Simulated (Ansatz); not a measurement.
BClH$_{4}$SeSi, SMILES `[SiH3][Se]BCl` at its PBE0-D4/def2-TZVP geometry, where that method's forces vanish. Total charge 0; spin multiplicity 1.

| atom | x (Å) | y (Å) | z (Å) |
| --- | --- | --- | --- |
| Si1 | 0.304 | 1.189 | -0.727 |
| Se2 | -1.030 | -0.675 | -0.813 |
| B3 | -0.394 | -1.430 | 0.835 |
| Cl4 | -1.040 | -2.948 | 1.395 |
| H5 | 1.733 | 0.795 | -0.725 |
| H6 | -0.008 | 1.976 | -1.945 |
| H7 | -0.003 | 1.982 | 0.487 |
| H8 | 0.438 | -0.889 | 1.493 |

For each bond, give half the difference of the two atoms' forces along it (eV/Å; positive pushes the atoms apart) under PBE-D4, r2SCAN-D4, B3LYP-D4, ωB97M-V in def2-TZVPP. (Estimate.)

Computed: 
```csv
bond,length (Å),PBE-D4,r2SCAN-D4,B3LYP-D4,ωB97M-V
Si1–Se2,2.294,0.13,0.04,0.20,0.03
Si1–H5,1.482,0.06,-0.02,-0.09,-0.11
Si1–H6,1.483,0.08,-0.04,-0.11,-0.12
Si1–H7,1.482,0.06,-0.02,-0.09,-0.11
Se2–B3,1.922,0.11,0.07,0.13,0.01
B3–Cl4,1.742,0.15,0.09,0.18,0.14
B3–H8,1.191,0.03,-0.08,-0.21,-0.17
```

B3LYP here is the variant with VWN-RPA as its local correlation; programs differ in this.
